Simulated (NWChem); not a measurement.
AlSiH$_{4}$OF; SMILES [OH][Al]([F])[SiH3]

```xyz
8

Al     0.1733     0.4878    -0.1213
F     -1.0656     1.4741    -0.6934
O      1.6437     1.2066     0.3799
H      1.8115     2.1625     0.3550
Si    -0.0903    -1.9259     0.0037
H      1.1534    -2.5768     0.5455
H     -0.3741    -2.4994    -1.3606
H     -1.2474    -2.2869     0.8991
```
Atoms are numbered in this order, from 1.

All runs: NWChem. Pople sets run with spherical d functions. Coordinates come from a PBE-D3(BJ)/def2-SVP optimisation. Vzz is the largest principal value of the second derivative of the potential at the nucleus (NWChem prints the opposite sign); η is the asymmetry. Non-relativistic.

Question: What does the run give for CAM-B3LYP/6-31G*? Quantities: Vzz Al1 (a.u.); η Al1; Vzz O3 (a.u.); η O3.

Answer: 
```
Property        Result
--------------  ------
Vzz Al1 (a.u.)   0.810
η Al1             0.33
Vzz O3 (a.u.)    1.321
η O3              0.14
```
